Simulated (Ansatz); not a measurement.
`OC(F)[SiH3]`. The species carries charge 0 and has multiplicity 1.

```tsv
atom	x (Å)	y (Å)	z (Å)
O1	-1.0810	-0.9901	-0.7111
C2	-0.2584	0.1137	-0.6655
F3	0.7200	0.0221	-1.6594
Si4	0.6041	0.1741	1.0405
H5	-1.6291	-0.9524	-1.5021
H6	-0.8059	1.0393	-0.8921
H7	1.3210	-1.1042	1.2609
H8	1.5553	1.3134	1.0396
H9	-0.4259	0.3840	2.0892
```

**Question.** List the harmonic frequencies (cm⁻¹, unscaled) at PBE0-D4/def2-TZVP in Ansatz. (Estimate.)

**Answer.** Computed: 122, 211, 290, 377, 507, 597, 631, 747, 904, 933, 941, 1006, 1151, 1208, 1348, 1426, 2237, 2247, 2259, 3011, 3819.

**Question.** Is this a minimum?

**Answer.** Yes, all 21 modes are real.

**Question.** Give the ideal-gas thermochemistry at 298.15 K and 1 bar (rigid rotor, harmonic oscillator; point group C1, symmetry number 1).

**Answer.** Zero-point energy 155.4 kJ/mol; H(298) − E = 172.8 kJ/mol; entropy 311.6 J/(mol·K), of which translation 163.5, rotation 106.3, vibration 41.7; G(298) − E = 79.9 kJ/mol.
